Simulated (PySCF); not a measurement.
**Os(2+) (osmium, charge +2) across methods**

[Xe] 4f14 5d6, high-spin 5D determinant. Computed with PySCF 2.14 in x2c-TZVPPall with one added diffuse shell each of s, p, d, f type (12s8p8d4f1g, 113 functions), with the spin-free X2C one-electron Hamiltonian (Gaussian nucleus).

```tsv
method	E (hartree)	mean ε 5p β (eV)	mean ε 5d α (eV)	mean ε 5d β (eV)	Σ⟨r²⟩ (bohr²)	⟨S²⟩
PBE	-17254.50	-66.736	-24.057	-21.623	42.60	6.001
UHF	-17249.18841	-75.851	-29.860	-26.183	42.06	6.006
LDA	-17243.61	-67.255	-24.233	-21.838	42.66	6.001
r2SCAN	-17254.58	-67.682	-24.365	-21.876	42.30	6.003
PBE0	-17254.28	-69.342	-25.692	-23.019	42.33	6.002
```

Spin-orbit coupling, absent here, splits the open shell strongly.
